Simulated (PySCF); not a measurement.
**Spinor energies of Cd³⁺ (cadmium, charge +3)**

Start: [Kr] 4d9; 4d3/2 filled at m_j = -1/2, +1/2, +3/2; 4d5/2 filled at m_j = -5/2, -3/2, -1/2, +1/2, +3/2, +5/2. Calculated with PySCF 2.14 in x2c-QZVPPall-2c: generalised Hartree-Fock with the X2C-1e Hamiltonian and a Gaussian nucleus; one run each with spin-orbit coupling (SO) screened by Boettger's factors, then bare. This is a chosen level, not necessarily the ground level.

| spinor shell | electrons | ε, screened SO (eV) | ε, bare SO (eV) | weight of nominal j (bare SO) | rms radius, bare SO (bohr) |
| --- | --- | --- | --- | --- | --- |
| 1s1/2 | 2 | -26881.7 | -26881.6 | 1.000 | 0.0348 |
| 2s1/2 | 2 | -4110.1 | -4110.1 | 1.000 | 0.142 |
| 2p1/2 | 2 | -3818.4 | -3824.7 | 1.000 | 0.123 |
| 2p3/2 | 4 | -3624.0 | -3621.3 | 1.000 | 0.128 |
| 3s1/2 | 2 | -833.48 | -833.48 | 1.000 | 0.381 |
| 3p1/2 | 2 | -715.09 | -716.24 | 1.000 | 0.375 |
| 3d3/2 | 4 | -471.22 | -472.38 | 1.000 | 0.361 |
| 3d5/2 | 6 | -464.45 | -463.72 | 1.000 | 0.365 |
| 4s1/2 | 2 | -164.20 | -164.21 | 1.000 | 0.938 |
| 4p1/2 | 2 | -122.99 | -123.20 | 0.963 | 1.00 |
| 4p3/2 | 4 | -118.13 | -118.06 | 0.982 | 1.03 |
| 4d3/2 | 3 | -54.709 | -54.829 | 0.890 | 1.28 |
| 4d5/2 | 6 | -53.781 | -53.714 | 0.945 | 1.30 |

Task: Where does 3p3/2 lie, and what is the 3p spin-orbit splitting (bare SO)?

Result: At -678.74 eV, 37.509 eV above 3p1/2.

| quantity | screened SO | bare SO |
| --- | --- | --- |
| E (hartree) | -5589.79273 | -5589.89788 |
| M_J | 3/2 | 3/2 |
| ⟨J²⟩ | 3.754 | 3.754 |
| ⟨L²⟩ | 6.022 | 6.024 |
| ⟨S²⟩ | 0.766 | 0.768 |

Each row is a mean over spinors that exchange with the open shell spreads, by up to 4.848 eV (4p1/2).

Rows whose weight is well below 1 are mixtures of j = l ± 1/2: exchange outweighs spin-orbit coupling there, and the label is only the starting occupation.

Breit and QED terms are absent; they matter most for the inner s and p1/2 levels.

Densities and radii are taken from the X2C orbitals without a picture-change correction, which distorts them close to the nucleus.
